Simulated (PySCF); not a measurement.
# Electron correlation in S+ (sulfur, charge +1)

[Ne] 3s2 3p3, high-spin 4S determinant. Calculation: PySCF 2.14, in dyall-av3z (19s12p3d2f, 84 functions); the spin-free X2C one-electron Hamiltonian (Gaussian nucleus). Frozen: [Ne]; 5 electrons correlated; the 26 highest virtual orbitals of each spin left out.

```json
{"level": "CCSD", "correlation energy (mhartree)": "-110.28"}
{"level": "(T)", "correlation energy (mhartree)": "-3.56"}
{"level": "CCSD(T)", "correlation energy (mhartree)": "-113.84"}
```

Diagnostics: T1 = 0.0037, D1 = 0.0093, largest double amplitude 0.044.

**Question.** Is a single reference adequate?

**Answer.** Yes: T1 lies below 0.03 and no double amplitude reaches 0.07.
